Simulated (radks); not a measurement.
Results of a calculation; reference values are marked as such.
Excited configurations of F3+: one electron is placed in a higher orbital outside [He] 2s2 2p1. The ground configuration is [He] 2s2 2p2. Code: a radial shooting solver on a logarithmic mesh with Libxc functionals. Model: scalar-relativistic Kohn-Sham, PBEsol, spin-polarised, spherical densities, finite nucleus; open shells are filled with parallel spins first; Fermi nuclear charge, rms radius 2.8976 fm. Excitation = E - E(ground); binding = E(ion) - E, where the ion is the core of charge +4; n* = 4/sqrt(2 binding) in atomic units, and the quantum defect is n - n*.

outer orbital  excitation (eV)  binding (eV)     n*  eigenvalue (eV)  <r> (bohr)
3s                      51.930        35.725  2.469          -31.854       2.330
4d                      72.589        15.065  3.801          -13.187       4.763
5s                      76.387        11.268  4.395          -10.146       7.400
5d                      77.995         9.660  4.747           -8.601       7.886
6s                      80.059         7.596  5.353           -6.873       11.00
6p                      80.492         7.163  5.513           -6.467       11.44
6d                      80.948         6.707  5.697           -6.027       11.73
6f                      81.263         6.392  5.836           -5.685       11.58
7d                      82.727         4.927  6.647           -4.454       16.28
7f                      82.911         4.744  6.774           -4.257       16.20

The Delta-SCF ionisation energy is 87.655 eV (NIST Atomic Spectra Database: 87.18 eV, semi-empirical). Self-interaction in the functional shifts the binding energies and quantum defects, so they are the method's values and not measured ones. Open shells are spherical and high-spin; term and fine-structure splittings are not resolved.
